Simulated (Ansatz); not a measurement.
# Worked example: Sn(CH3)Cl + C2H7MgN → Sn(CH3)(NH2) + C2H5ClMg

Species: Sn(CH3)Cl, singlet; C2H7MgN `C[CH2][Mg][NH2]`, singlet; Sn(CH3)(NH2), singlet; C2H5ClMg `C[CH2][Mg][Cl]`, singlet. The partners trade Cl for NH2: Sn–Cl and Mg–NH2 bonds give way to Sn–NH2 and Mg–Cl.

Shapes, held fixed at every level: PBE0-D4/def2-TZVP. Flexible molecules stand in one conformer, not always the lowest. Programs: Ansatz 0.2.0. The zero-point and thermal change to 298 K, harmonic and unscaled (PBE0-D4/def2-TZVP), is +2.8 kJ/mol.

At CCSD(T)/def2-TZVPP; 1 Eh = 2625.50 kJ/mol:

```
     species  energy (Eh)
   Sn(CH3)Cl  -713.267540
     C2H7MgN  -334.771719
Sn(CH3)(NH2)  -309.379432
    C2H5ClMg  -738.683335
```

**Question.** Work out ΔH(298 K) of the reaction at this level.

**Answer.** 
1. Products less reactants: (-309.379432) + (-738.683335) − [(-713.267540) + (-334.771719)] = -0.023508 Eh = -61.7 kJ/mol.
2. With the thermal change: -61.7 + (+2.8) = -58.9 kJ/mol.

Other levels give -66.5 (CCSD/def2-SVP) to -54.5 kJ/mol (BHLYP-D4/def2-TZVPP). No measured value is set beside it here. For atoms past krypton def2 sets carry core potentials with scalar relativity. Outer-core shells of Mg, Sn are correlated, in sets that cover them unevenly.
